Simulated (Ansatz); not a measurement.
Ansatz (a first-principles code) input for sulfuric acid (H2O4S), SMILES O=S(=O)(O)O, B3LYP-D3(BJ)/def2-SVP. 

Ansatz 0.2 input:
```yaml
crystal:
  periodic: [false, false, false]
  atoms:
    - {symbol: O, position_ang: [-0.98843069, 0.71570292, 0.86201041]}
    - {symbol: S, position_ang: [-0.00000000, 0.00000000, -0.14962549]}
    - {symbol: O, position_ang: [-0.73497723, -0.99510013, -0.83839566]}
    - {symbol: O, position_ang: [0.73497724, 0.99510017, -0.83839560]}
    - {symbol: O, position_ang: [0.98843069, -0.71570296, 0.86201037]}
    - {symbol: H, position_ang: [-1.71453511, 0.11176536, 1.00808585]}
    - {symbol: H, position_ang: [1.71453510, -0.11176542, 1.00808586]}
basis:
  gaussian:
    orbitals: def2-SVP
hamiltonian:
  xc: b3lyp
  dispersion: d3bj
relax: {f_tol: 0.002, max_steps: 200}
```

It prints:

```
Functional definition: B3LYP
integrals: 0.03 GiB planned
846 factors; integrals over basis functions are off by at most 1.9e-4 eV
mean field: 0.30 GiB planned
mean field evaluation 1: about -19031.0891 eV, gradient 8.9e1 eV
mean field evaluation 2: about -19011.2891 eV, gradient 1.4e2 eV
mean field evaluation 4: about -19043.9345 eV, gradient 6.6e0 eV
mean field evaluation 8: about -19044.0459 eV, gradient 1.6e-1 eV
mean field -19044.04596410 eV, -699.8557806628 hartree, gradient 5.4e-5 eV, S^2 0.000000; 0 other end points of the search recorded, 0 dependent functions left out
the calculation of the forces begins
reference -19044.04610734 eV, -699.8557859265 hartree; 25, 25 occupied and 59, 59 virtual orbitals, 846 factors
relax step   1: F+E_penalty+E_count = -19044.28764461 eV  Δ(F+E_penalty+E_count) = +0.000e0 eV  max|allowed force component| = 1.811e0 eV/Å  Δτ_max = 0.0000 Å  (27 SCF iters, accepted)
these checks for a lower state are left out or cut short: starts, cluster_reference, orbital_swaps, neighbouring_geometries, increment
integrals: 0.03 GiB planned
846 factors; integrals over basis functions are off by at most 2.0e-4 eV
mean field: 0.30 GiB planned
mean field evaluation 16: about -19044.0942 eV, gradient 2.9e0 eV
mean field -19044.14957602 eV, -699.8595883305 hartree, gradient 7.5e-5 eV, S^2 0.000000; 0 other end points of the search recorded, 0 dependent functions left out
the calculation of the forces begins
reference -19044.14972042 eV, -699.8595936369 hartree; 25, 25 occupied and 59, 59 virtual orbitals, 846 factors
relax step   2: F+E_penalty+E_count = -19044.39005859 eV  Δ(F+E_penalty+E_count) = -1.024e-1 eV  max|allowed force component| = 9.696e-1 eV/Å  Δτ_max = 0.0270 Å  (28 SCF iters, accepted)
these checks for a lower state are left out or cut short: starts, cluster_reference, orbital_swaps, neighbouring_geometries, increment
integrals: 0.03 GiB planned
846 factors; integrals over basis functions are off by at most 2.0e-4 eV
mean field: 0.30 GiB planned
mean field -19044.19569725 eV, -699.8612832544 hartree, gradient 7.5e-5 eV, S^2 0.000000; 0 other end points of the search recorded, 0 dependent functions left out
the calculation of the forces begins
reference -19044.19584291 eV, -699.8612886074 hartree; 25, 25 occupied and 59, 59 virtual orbitals, 846 factors
relax step   3: F+E_penalty+E_count = -19044.43478038 eV  Δ(F+E_penalty+E_count) = -4.472e-2 eV  max|allowed force component| = 4.165e-1 eV/Å  Δτ_max = 0.0278 Å  (27 SCF iters, accepted)
these checks for a lower state are left out or cut short: starts, cluster_reference, orbital_swaps, neighbouring_geometries, increment
integrals: 0.03 GiB planned
846 factors; integrals over basis functions are off by at most 2.0e-4 eV
mean field: 0.30 GiB planned
mean field evaluation 32: about -19044.1991 eV, gradient 8.0e-5 eV
mean field -19044.19909346 eV, -699.8614080629 hartree, gradient 8.0e-5 eV, S^2 0.000000; 0 other end points of the search recorded, 0 dependent functions left out
the calculation of the forces begins
reference -19044.19923930 eV, -699.8614134225 hartree; 25, 25 occupied and 59, 59 virtual orbitals, 846 factors
relax step   4: F+E_penalty+E_count = -19044.43806668 eV  Δ(F+E_penalty+E_count) = -3.286e-3 eV  max|allowed force component| = 2.637e-1 eV/Å  Δτ_max = 0.0068 Å  (29 SCF iters, accepted)
these checks for a lower state are left out or cut short: starts, cluster_reference, orbital_swaps, neighbouring_geometries, increment
integrals: 0.03 GiB planned
846 factors; integrals over basis functions are off by at most 2.0e-4 eV
mean field: 0.30 GiB planned
mean field -19044.20230933 eV, -699.8615262439 hartree, gradient 7.9e-5 eV, S^2 0.000000; 0 other end points of the search recorded, 0 dependent functions left out
the calculation of the forces begins
reference -19044.20245528 eV, -699.8615316075 hartree; 25, 25 occupied and 59, 59 virtual orbitals, 846 factors
relax step   5: F+E_penalty+E_count = -19044.44136621 eV  Δ(F+E_penalty+E_count) = -3.300e-3 eV  max|allowed force component| = 6.455e-2 eV/Å  Δτ_max = 0.0114 Å  (28 SCF iters, accepted)
these checks for a lower state are left out or cut short: starts, cluster_reference, orbital_swaps, neighbouring_geometries, increment
integrals: 0.03 GiB planned
846 factors; integrals over basis functions are off by at most 1.9e-4 eV
mean field: 0.30 GiB planned
mean field -19044.20356506 eV, -699.8615723912 hartree, gradient 7.8e-5 eV, S^2 0.000000; 0 other end points of the search recorded, 0 dependent functions left out
the calculation of the forces begins
reference -19044.20371086 eV, -699.8615777490 hartree; 25, 25 occupied and 59, 59 virtual orbitals, 846 factors
relax step   6: F+E_penalty+E_count = -19044.44281150 eV  Δ(F+E_penalty+E_count) = -1.445e-3 eV  max|allowed force component| = 3.759e-2 eV/Å  Δτ_max = 0.0186 Å  (27 SCF iters, accepted)
these checks for a lower state are left out or cut short: starts, cluster_reference, orbital_swaps, neighbouring_geometries, increment
integrals: 0.03 GiB planned
846 factors; integrals over basis functions are off by at most 1.9e-4 eV
mean field: 0.30 GiB planned
mean field -19044.20429159 eV, -699.8615990905 hartree, gradient 7.7e-5 eV, S^2 0.000000; 0 other end points of the search recorded, 0 dependent functions left out
the calculation of the forces begins
reference -19044.20443725 eV, -699.8616044436 hartree; 25, 25 occupied and 59, 59 virtual orbitals, 846 factors
relax step   7: F+E_penalty+E_count = -19044.44366698 eV  Δ(F+E_penalty+E_count) = -8.555e-4 eV  max|allowed force component| = 5.548e-2 eV/Å  Δτ_max = 0.0282 Å  (28 SCF iters, accepted)
these checks for a lower state are left out or cut short: starts, cluster_reference, orbital_swaps, neighbouring_geometries, increment
integrals: 0.03 GiB planned
846 factors; integrals over basis functions are off by at most 1.8e-4 eV
mean field: 0.30 GiB planned
mean field -19044.20469965 eV, -699.8616140865 hartree, gradient 7.5e-5 eV, S^2 0.000000; 0 other end points of the search recorded, 0 dependent functions left out
the calculation of the forces begins
reference -19044.20484518 eV, -699.8616194346 hartree; 25, 25 occupied and 59, 59 virtual orbitals, 846 factors
relax step   8: F+E_penalty+E_count = -19044.44410878 eV  Δ(F+E_penalty+E_count) = -4.418e-4 eV  max|allowed force component| = 3.649e-2 eV/Å  Δτ_max = 0.0220 Å  (28 SCF iters, accepted)
these checks for a lower state are left out or cut short: starts, cluster_reference, orbital_swaps, neighbouring_geometries, increment
integrals: 0.03 GiB planned
846 factors; integrals over basis functions are off by at most 1.8e-4 eV
mean field: 0.30 GiB planned
mean field -19044.20484550 eV, -699.8616194466 hartree, gradient 7.5e-5 eV, S^2 0.000000; 0 other end points of the search recorded, 0 dependent functions left out
the calculation of the forces begins
reference -19044.20499096 eV, -699.8616247921 hartree; 25, 25 occupied and 59, 59 virtual orbitals, 846 factors
relax step   9: F+E_penalty+E_count = -19044.44427170 eV  Δ(F+E_penalty+E_count) = -1.629e-4 eV  max|allowed force component| = 2.621e-2 eV/Å  Δτ_max = 0.0107 Å  (29 SCF iters, accepted)
these checks for a lower state are left out or cut short: starts, cluster_reference, orbital_swaps, neighbouring_geometries, increment
integrals: 0.03 GiB planned
846 factors; integrals over basis functions are off by at most 1.8e-4 eV
mean field: 0.30 GiB planned
mean field evaluation 64: about -19044.1686 eV, gradient 1.6e-1 eV
mean field -19044.20487623 eV, -699.8616205759 hartree, gradient 5.8e-5 eV, S^2 0.000000; 0 other end points of the search recorded, 0 dependent functions left out
the calculation of the forces begins
reference -19044.20502169 eV, -699.8616259212 hartree; 25, 25 occupied and 59, 59 virtual orbitals, 846 factors
relax step  10: F+E_penalty+E_count = -19044.44428379 eV  Δ(F+E_penalty+E_count) = -1.209e-5 eV  max|allowed force component| = 1.695e-2 eV/Å  Δτ_max = 0.0014 Å  (22 SCF iters, accepted)
these checks for a lower state are left out or cut short: starts, cluster_reference, orbital_swaps, neighbouring_geometries, increment
integrals: 0.03 GiB planned
846 factors; integrals over basis functions are off by at most 1.8e-4 eV
mean field: 0.30 GiB planned
mean field -19044.20488800 eV, -699.8616210085 hartree, gradient 3.8e-5 eV, S^2 0.000000; 0 other end points of the search recorded, 0 dependent functions left out
the calculation of the forces begins
reference -19044.20503346 eV, -699.8616263539 hartree; 25, 25 occupied and 59, 59 virtual orbitals, 846 factors
relax step  11: F+E_penalty+E_count = -19044.44429498 eV  Δ(F+E_penalty+E_count) = -1.118e-5 eV  max|allowed force component| = 2.601e-3 eV/Å  Δτ_max = 0.0007 Å  (21 SCF iters, accepted)
these checks for a lower state are left out or cut short: starts, cluster_reference, orbital_swaps, neighbouring_geometries, increment
integrals: 0.03 GiB planned
846 factors; integrals over basis functions are off by at most 1.8e-4 eV
mean field: 0.30 GiB planned
mean field -19044.20488386 eV, -699.8616208562 hartree, gradient 1.2e-5 eV, S^2 0.000000; 0 other end points of the search recorded, 0 dependent functions left out
the calculation of the forces begins
reference -19044.20502931 eV, -699.8616262015 hartree; 25, 25 occupied and 59, 59 virtual orbitals, 846 factors
relax step  12: F+E_penalty+E_count = -19044.44429520 eV  Δ(F+E_penalty+E_count) = -2.229e-7 eV  max|allowed force component| = 8.335e-4 eV/Å  Δτ_max = 0.0002 Å  (20 SCF iters, accepted)
integrals: 0.03 GiB planned
846 factors; integrals over basis functions are off by at most 1.8e-4 eV
mean field: 0.30 GiB planned
mean field -19044.20488386 eV, -699.8616208562 hartree, gradient 1.2e-5 eV, S^2 0.000000; 1 other end points of the search recorded, 0 dependent functions left out
the calculation of the forces begins
reference -19044.20502931 eV, -699.8616262015 hartree; 25, 25 occupied and 59, 59 virtual orbitals, 846 factors
Total energy: -19044.44444065 eV, -699.8704244059 hartree
Atom 0 at    -1.004632     0.753113     0.828771 Å, force    -0.000126     0.000083    -0.000110 eV/Å
Atom 1 at     0.000000    -0.000000    -0.201328 Å, force     0.000000     0.000000     0.000834 eV/Å
Atom 2 at    -0.731386    -1.051426    -0.869531 Å, force    -0.000106    -0.000098    -0.000426 eV/Å
Atom 3 at     0.731386     1.051426    -0.869531 Å, force     0.000106     0.000098    -0.000426 eV/Å
Atom 4 at     1.004632    -0.753113     0.828771 Å, force     0.000126    -0.000083    -0.000110 eV/Å
Atom 5 at    -1.693942     0.120955     1.098312 Å, force    -0.000205    -0.000001     0.000119 eV/Å
Atom 6 at     1.693942    -0.120955     1.098312 Å, force     0.000205     0.000001     0.000119 eV/Å
Dipole moment:     0.000000     0.000000     0.621509 e Å
```

Self-consistency was reached.
